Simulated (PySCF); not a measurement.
Correlation energy of Bi (bismuth, neutral)

[Xe] 4f14 5d10 6s2 6p2 7s1, 7s spin antiparallel (an excited configuration). Calculation: PySCF 2.14, in aug-cc-pV5Z-PP with ECP60MDF; scalar relativity through the core potential. Frozen: 5s2 5p6 5d10; 5 electrons correlated.

MP2 pair energies summed by pair of shells (mhartree):

```
 pair  energy  share (%)
6s-6p  -26.33       50.2
6s-6s  -12.70       24.2
6p-7s   -6.30       12.0
6p-6p   -3.97        7.6
6s-7s   -3.15        6.0
```

Total MP2 correlation energy: -52.46 mhartree.

Same-spin part -9.29 and opposite-spin part -43.17 mhartree; SCS-MP2 scales them by 1/3 and 6/5 to -54.90 mhartree.

Spin-orbit coupling is strong in this species, so the high-spin LS determinant is a model state.
